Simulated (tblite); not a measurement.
Compound: C3H8AsGe (doublet state).
Bonds: C1–C2 (double), C2–C3, C2–Ge4, Ge4–As5. Hydrogens: H6, H7 on C1; H8, H9, H10 on C3; H11, H12 on Ge4; H13 on As5.
Bond orders are those of one Lewis drawing.

Computed with GFN2-xTB (tblite), gas phase: L-BFGS steps from a force-field or distance-geometry start until the largest atomic force falls under 0.01 eV/Å.

Step 99: E = -400.5899 eV
```
atom  x, y, z in Å  |  force x, y, z in eV/Å
C1     -0.5356    1.2964    1.1308    0.077  -0.015  -0.063
C2     -0.4244    0.3632    0.1998   -0.030   0.071   0.049
C3     -1.0786    0.4694   -1.1401   -0.040  -0.003   0.086
Ge4     0.6236   -1.2883    0.4364    0.186   0.072  -0.022
As5     2.3886   -1.3898   -1.1409    0.125   0.074   0.162
H6     -0.0199    1.2242    2.0774   -0.089  -0.073  -0.026
H7     -1.1354    2.1830    0.9818    0.034   0.055  -0.003
H8     -1.9105   -0.2278   -1.2007   -0.122  -0.067   0.012
H9     -0.3755    0.1954   -1.9217    0.186  -0.074  -0.146
H10    -1.4383    1.4692   -1.3508   -0.128   0.174   0.062
H11    -0.3747   -2.4076    0.2694   -0.061  -0.117  -0.044
H12     1.0224   -1.3868    1.8925    0.004   0.026   0.062
H13     3.2542   -0.4999   -0.2516   -0.144  -0.125  -0.128
```

Step 100: E = -400.5945 eV
```
atom  x, y, z in Å  |  force x, y, z in eV/Å
C1     -0.5225    1.2938    1.1273    0.054   0.021  -0.034
C2     -0.4256    0.3572    0.1997   -0.001   0.016  -0.026
C3     -1.0761    0.4675   -1.1426   -0.005   0.068   0.011
Ge4     0.6196   -1.2955    0.4383    0.082  -0.025  -0.006
As5     2.3820   -1.3760   -1.1413    0.042  -0.018   0.091
H6     -0.0057    1.2181    2.0734   -0.099  -0.064  -0.035
H7     -1.1146    2.1844    0.9745    0.031   0.074   0.016
H8     -1.8929   -0.2477   -1.2180   -0.089  -0.024   0.010
H9     -0.3596    0.2180   -1.9275    0.078  -0.020  -0.027
H10    -1.4545    1.4685   -1.3380   -0.086   0.019   0.063
H11    -0.3896   -2.4200    0.2877    0.026  -0.035  -0.047
H12     1.0196   -1.3866    1.8966    0.009   0.028   0.041
H13     3.2157   -0.4813   -0.2479   -0.043  -0.040  -0.057
```

Step 101: E = -400.5961 eV
```
atom  x, y, z in Å  |  force x, y, z in eV/Å
C1     -0.5036    1.2980    1.1226    0.040  -0.002  -0.058
C2     -0.4226    0.3539    0.2004   -0.007   0.040  -0.026
C3     -1.0749    0.4666   -1.1411   -0.056   0.033  -0.086
Ge4     0.6090   -1.3069    0.4417    0.077  -0.026  -0.023
As5     2.3827   -1.3952   -1.1262    0.058   0.022   0.131
H6      0.0200    1.2265    2.0654   -0.108  -0.071  -0.039
H7     -1.0922    2.1908    0.9669    0.044   0.078   0.021
H8     -1.8611   -0.2887   -1.2376    0.040   0.129   0.021
H9     -0.3396    0.2632   -1.9297   -0.045   0.030   0.085
H10    -1.4954    1.4605   -1.3143   -0.027  -0.158   0.064
H11    -0.4038   -2.4277    0.2882    0.024  -0.030  -0.054
H12     0.9975   -1.4018    1.9017    0.022   0.032   0.057
H13     3.1798   -0.4387   -0.2557   -0.063  -0.077  -0.091
```

Problem. Estimate the geometry and energy of step 102. (The exact step hangs on the optimiser's Hessian estimate; all steps are aligned on step 101, rigid shifts and turns removed.)

Solution. E = -400.6017 eV, largest force 0.123 eV/Å
```
atom  x, y, z in Å  |  force x, y, z in eV/Å
C1     -0.4899    1.3022    1.1127   -0.021  -0.021  -0.064
C2     -0.4269    0.3488    0.1981   -0.008   0.063  -0.053
C3     -1.0899    0.4686   -1.1394    0.034   0.016  -0.010
Ge4     0.6152   -1.3083    0.4423    0.013  -0.040  -0.039
As5     2.4054   -1.3959   -1.1045   -0.032  -0.075   0.031
H6      0.0309    1.2279    2.0556   -0.071  -0.058  -0.016
H7     -1.0751    2.1982    0.9562    0.067   0.048   0.023
H8     -1.8802   -0.2770   -1.2365   -0.047   0.050   0.049
H9     -0.3645    0.2577   -1.9323    0.009   0.052   0.038
H10    -1.5028    1.4656   -1.3019   -0.033  -0.114   0.032
H11    -0.3801   -2.4435    0.2669    0.017  -0.006  -0.049
H12     0.9788   -1.4124    1.9087    0.031   0.044   0.050
H13     3.1749   -0.4313   -0.2437    0.041   0.041   0.009
```

The energy changes by -0.0056 eV. The first-order estimate −F·Δx gives -0.0088 eV and the mean of the old and new forces, exact on a quadratic surface, -0.0056 eV. The step makes an angle of 73° with the force vector and moves no atom by more than 0.036 Å.

What follows is the cost of the whole relaxation. The run took 0.61 s of wall time on one thread of an Arm Neoverse V2, shared host.
